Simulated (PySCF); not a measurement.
Zr(H)3(SH) (H4SZr), SMILES [SH][ZrH3], multiplicity 1.

The structure is a stationary point at PBE0-D3(BJ)/def2-TZVP. The spin state was assumed, not searched. The def2 effective core potentials stand for the cores of Zr; spin–orbit coupling is left out.

Computed with r2SCAN/def2-TZVPD run with PySCF.

The molecule is in vacuum.

Computed frontier levels, gap, dipole moment and polarisability:
```
Property                                                                                                        Value
---------------------------------------------------------------------------------------------  ----------------------
highest occupied level                                                                                       -7.25 eV
lowest empty level                                                                                           -3.20 eV
orbital gap                                                                                                   4.05 eV
dipole moment                                                                                               0.160 e·Å
quadrupole, principal values (traceless, Buckingham form, about the centre of nuclear charge)   -3.32, 0.21, 3.11 D·Å
mean static polarisability                                                                      73.9 bohr³ (10.95 Å³)
polarisability, principal values                                                               67.1, 67.5, 87.1 bohr³
```
